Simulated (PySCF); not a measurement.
## Ba⁺ (barium, charge +1) across methods

[Xe] 6p1, 2P determinant (an excited configuration). All numbers are calculated (PySCF 2.14, the spin-free X2C one-electron Hamiltonian (Gaussian nucleus), in aug-cc-pwCVTZ-X2C with one added diffuse shell each of s, p, d, f type (12s11p9d5f, 125 functions)).

```csv
method,E (hartree),mean ε 5p α (eV),mean ε 5p β (eV),mean ε 6p α (eV),Σ⟨r²⟩ (bohr²),⟨S²⟩
UHF,-8131.39004,-30.933,-30.831,-7.001,79.68,0.750
r2SCAN,-8134.46,-25.897,-25.878,-5.912,76.03,0.750
r2SCAN0,-8134.44,-27.372,-27.331,-6.254,76.31,0.750
PBE0,-8134.12,-27.048,-26.980,-6.313,76.06,0.750
M06,-8134.61,-26.888,-26.837,-6.096,76.54,0.750
r2SCANh,-8134.45,-26.487,-26.459,-6.049,76.14,0.750
PBE,-8134.04,-25.371,-25.313,-5.955,75.46,0.750
LDA,-8127.43,-25.527,-25.467,-5.916,75.07,0.750
```

Spin-orbit coupling, absent here, splits the open shell strongly.
